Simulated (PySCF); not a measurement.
## Where the electron goes

Compound: C7H7P.
Structure used (GFN2-xTB), in Å, numbered top down from 1:
```
atom  x, y, z in Å
C1     2.7721   -0.2022   -0.1103
C2     1.5998   -0.6636    0.3070
C3     0.2792   -0.0952    0.0396
C4    -0.8238   -0.7571    0.5864
C5    -2.1313   -0.3396    0.4183
C6    -2.4905    0.7770   -0.3075
P7    -1.3763    1.8284   -1.1191
C8     0.1190    1.0537   -0.7257
H9     2.8731    0.6813   -0.7171
H10    3.6908   -0.7021    0.1457
H11    1.5807   -1.5599    0.9160
H12   -0.6440   -1.6469    1.1746
H13   -2.9158   -0.9240    0.8835
H14   -3.5410    1.0281   -0.3852
H15    1.0036    1.5302   -1.1280
```

The calculation used PySCF 2.14.0, density-fitted response routines, TDDFT B3LYP/def2-SVPD, vertical, gas phase, core orbitals frozen in the response. GFN2-xTB frequencies show an imaginary mode (46i cm⁻¹), so this geometry is no minimum at that level.

Frontier orbitals with the atoms that hold most of them (Löwdin shares over 4%, at most four atoms; ? is withheld):

```tsv
orbital	ε (eV)	atoms
LUMO+2	0.51	C4 12%, C2 11%, H12 11%, C5 11%
LUMO+1	-1.57	P7 30%, C8 23%, C4 11%, C5 10%
LUMO	-1.72	C6 17%, C1 15%, C3 13%, P7 11%
HOMO	?	?
HOMO-1	-7.12	?
HOMO-2	-7.51	P7 64%, C8 12%, C6 12%, C5 4%
HOMO-3	-8.63	C2 20%, C6 18%, C5 16%, C1 15%
```

(1) Give the leading atoms of the HOMO-1.

(2) Which atoms hold the HOMO, and with what shares?

(3) What is the HOMO energy, and the HOMO–LUMO gap?

## Answers

(1) C8 (bonded to C, P and H) 30%; P7 (bonded to 2 C) 21%; C5 (bonded to 2 C and H) 12%; C4 (bonded to 2 C and H) 9%. By element: carbon 51% or more, phosphorus 21%.

(2) C1 (bonded to C and 2 H) 18%; C6 (bonded to C, P and H) 18%; C4 (bonded to 2 C and H) 13%; C2 (bonded to 2 C and H) 12%.

(3) ε(HOMO) = -6.67 eV; the gap is 4.95 eV (0.1820 hartree).

Task: The HOMO–LUMO gap is 4.95 eV. Where does the response calculation put the lowest singlet, and from which orbitals?

Result: S1 is at 4.24 eV (f = 0.012), 0.71 eV below the gap, made of HOMO→LUMO+1 (62%), HOMO-1→LUMO (34%). Its leading pair isn't HOMO and LUMO; the energies of that pair differ by 5.10 eV. 

Task: Give energy, strength and leading configuration of S2, S3 and S4, and follow the Löwdin shares of the leading atoms from the occupied to the empty orbital.

Result: 
- S2 (4.77 eV, f 0.250), HOMO→LUMO (84%): C1 18% → 15%, C6 18% → 17%
- S3 (4.79 eV, f 0.0004), HOMO-2→LUMO (91%): P7 64% → 11%, C8 12% → at most 12%, C6 12% → 17%, C1 at most 5% → 15%
- S4 (4.97 eV, f 0.016), HOMO-2→LUMO+1 (91%): P7 64% → 30%, C8 12% → 23%

Löwdin shares depend on the basis, the more so with diffuse functions.

One conformer stands for the species.
